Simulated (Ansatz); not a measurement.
C5H4N, charge -1, singlet, at a GFN2-xTB geometry (a gas-phase anion, which may not be bound at this level); CCSD(T)/STO-3G (Ansatz, an electronic-structure program).

Input for Ansatz:
Ansatz 0.2 input:
```yaml
crystal:
  periodic: [false, false, false]
  atoms:
    - {symbol: N, position_ang: [-0.00257057, 0.00016295, 1.38395379]}
    - {symbol: C, position_ang: [0.00286033, -0.00018132, -1.53995306]}
    - {symbol: C, position_ang: [0.01440886, 1.12439782, 0.66353930]}
    - {symbol: C, position_ang: [-0.01687418, -1.12424154, 0.66374596]}
    - {symbol: C, position_ang: [-0.01481043, -1.15986852, -0.71297161]}
    - {symbol: C, position_ang: [0.01745938, 1.15970060, -0.71318479]}
    - {symbol: H, position_ang: [0.02606951, 2.04296628, 1.26508679]}
    - {symbol: H, position_ang: [-0.03076978, -2.04266832, 1.26546228]}
    - {symbol: H, position_ang: [-0.02765064, -2.14691273, -1.19244289]}
    - {symbol: H, position_ang: [0.03208109, 2.14663188, -1.19283749]}
basis:
  gaussian:
    orbitals: STO-3G
total_charge: -1
magnetization: {spin_polarized: false}
correlation: {method: ccsd_t}
```

It wrote (shortened):

```
Functional definition: HF
486 factors; integrals over basis functions are off by at most 2.8e-5 eV
mean field evaluation 1: about -6604.8999 eV, gradient 2.9e1 eV
mean field evaluation 2: about -6605.1786 eV, gradient 2.9e1 eV
mean field evaluation 4: about -6608.1535 eV, gradient 2.3e0 eV
mean field evaluation 8: about -6608.1836 eV, gradient 6.7e-2 eV
mean field evaluation 16: about -6607.9154 eV, gradient 6.3e-1 eV
mean field -6608.18359954 eV, -242.8462680955 hartree, gradient 1.2e-6 eV, S^2 0.000000; 0 other end points of the search recorded, 0 dependent functions left out; unrestricted orbitals would lower it
6 core orbitals not correlated
reference -6608.18359954 eV, -242.8462680955 hartree; 15, 15 occupied and 13, 13 virtual orbitals, 486 factors
second order -8.99181914 eV of doubles, -0.00000000 eV of singles
cycle   1  -9.91194948 eV  change   -9.2e-1 eV  update   1.0e-1
cycle   2  -10.45534672 eV  change   -5.4e-1 eV  update   4.0e-2
cycle   3  -10.59126002 eV  change   -1.4e-1 eV  update   1.8e-2
cycle   4  -10.61055934 eV  change   -1.9e-2 eV  update   6.4e-3
cycle   5  -10.61077976 eV  change   -2.2e-4 eV  update   2.1e-3
cycle   6  -10.60930018 eV  change    1.5e-3 eV  update   7.0e-4
cycle   7  -10.60930742 eV  change   -7.2e-6 eV  update   2.3e-4
cycle   8  -10.60948101 eV  change   -1.7e-4 eV  update   7.2e-5
cycle   9  -10.60944402 eV  change    3.7e-5 eV  update   2.1e-5
cycle  10  -10.60943687 eV  change    7.1e-6 eV  update   7.5e-6
perturbative correction -0.29413217 eV, -0.0108091578 hartree
Total energy: -6619.08716858 eV, -243.2469668671 hartree
```
